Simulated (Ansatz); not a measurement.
```yaml
crystal:
  periodic: [false, false, false]
  atoms:
    - {symbol: C, position_ang: [-0.606649, -1.605733, 1.021402]}
    - {symbol: S, position_ang: [0.902155, -1.280241, 0.100144]}
    - {symbol: C, position_ang: [0.646616, 0.313593, -0.469901]}
    - {symbol: N, position_ang: [1.477359, 0.991604, -1.196865]}
    - {symbol: B, position_ang: [0.558866, 2.101256, -1.210014]}
    - {symbol: S, position_ang: [-0.813265, 1.334507, -0.164971]}
    - {symbol: H, position_ang: [-0.713400, -0.905450, 1.847852]}
    - {symbol: H, position_ang: [-1.475568, -1.564204, 0.367135]}
    - {symbol: H, position_ang: [-0.500500, -2.616184, 1.416390]}
    - {symbol: H, position_ang: [0.607587, 3.179753, -1.708175]}
basis:
  gaussian: {orbitals: 6-31G, fitting: {mean_field: def2-universal-jkfit}}
total_charge: -1
magnetization: {spin_polarized: true, initial_magnetization: 2}
hamiltonian: {xc: {name: HSE06}, dispersion: d3bj}
output: {forces: true}
```

```sh
$ ansatz run in.yaml --threads 4 --pin off --events-out ev --progress --plain --max-ram 10444MiB
```

It prints (some lines left out):

```
Error: a molecule whose nuclei and cores have a total charge of 60 cannot have a net charge of -1 together with 2 unpaired electrons
```

In this input the number of unpaired electrons doesn't fit the electron count. The input was rejected before any iteration.
